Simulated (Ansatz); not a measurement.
Ansatz (an electronic-structure program) input (B3LYP-D3(BJ)/def2-TZVP):

Ansatz 0.2 input:
```yaml
crystal:
  periodic: [false, false, false]
  atoms:
    - {symbol: Ga, position_ang: [-0.71268466, -0.68378603, -0.68538950]}
    - {symbol: Cl, position_ang: [0.72173608, 0.64510628, 0.73025687]}
basis:
  gaussian:
    orbitals: def2-TZVP
hamiltonian:
  xc: b3lyp
  dispersion: d3bj
total_charge: -1
magnetization: {spin_polarized: true, initial_magnetization: 1}
relax: {f_tol: 0.002, max_steps: 150}
```

End of the output:

```
the calculation of the forces begins
reference -64904.64981838 eV, -2385.2018868736 hartree; 25, 24 occupied and 60, 61 virtual orbitals, 573 factors
relax step   2: F+E_penalty+E_count = -64904.72400922 eV  Δ(F+E_penalty+E_count) = -3.878e-3 eV  max|allowed force component| = 5.560e-2 eV/Å  Δτ_max = 0.0126 Å  (34 SCF iters, accepted)
these checks for a lower state are left out or cut short: starts, cluster_reference, orbital_swaps, neighbouring_geometries, increment
integrals: 0.03 GiB planned
573 factors; integrals over basis functions are off by at most 3.9e-4 eV
mean field: 0.37 GiB planned
mean field -64904.65068280 eV, -2385.2019186407 hartree, gradient 1.9e-5 eV, S^2 0.752888; 0 other end points of the search recorded, 0 dependent functions left out
the calculation of the forces begins
reference -64904.65085441 eV, -2385.2019249471 hartree; 25, 24 occupied and 60, 61 virtual orbitals, 573 factors
relax step   3: F+E_penalty+E_count = -64904.72497469 eV  Δ(F+E_penalty+E_count) = -9.655e-4 eV  max|allowed force component| = 2.202e-3 eV/Å  Δτ_max = 0.0101 Å  (29 SCF iters, accepted)
these checks for a lower state are left out or cut short: starts, cluster_reference, orbital_swaps, neighbouring_geometries, increment
integrals: 0.03 GiB planned
573 factors; integrals over basis functions are off by at most 3.9e-4 eV
mean field: 0.37 GiB planned
mean field -64904.65068748 eV, -2385.2019188126 hartree, gradient 3.0e-5 eV, S^2 0.752887; 0 other end points of the search recorded, 0 dependent functions left out
the calculation of the forces begins
reference -64904.65085910 eV, -2385.2019251194 hartree; 25, 24 occupied and 60, 61 virtual orbitals, 573 factors
relax step   4: F+E_penalty+E_count = -64904.72497630 eV  Δ(F+E_penalty+E_count) = -1.608e-6 eV  max|allowed force component| = 5.879e-7 eV/Å  Δτ_max = 0.0004 Å  (23 SCF iters, accepted)
integrals: 0.03 GiB planned
573 factors; integrals over basis functions are off by at most 3.9e-4 eV
mean field: 0.37 GiB planned
mean field evaluation 64: about -64904.6506 eV, gradient 7.0e-2 eV
mean field -64904.65068748 eV, -2385.2019188126 hartree, gradient 3.0e-5 eV, S^2 0.752887; 2 other end points of the search recorded, 0 dependent functions left out
the calculation of the forces begins
reference -64904.65085910 eV, -2385.2019251194 hartree; 25, 24 occupied and 60, 61 virtual orbitals, 573 factors
Total energy: -64904.72514792 eV, -2385.2046551832 hartree
Atom 0 at    -0.726387    -0.696480    -0.698912 Å, force     0.000001     0.000001     0.000001 eV/Å
Atom 1 at     0.735438     0.657800     0.743780 Å, force    -0.000001    -0.000001    -0.000001 eV/Å
Dipole moment:    -0.143774    -0.133197    -0.141892 e Å
```
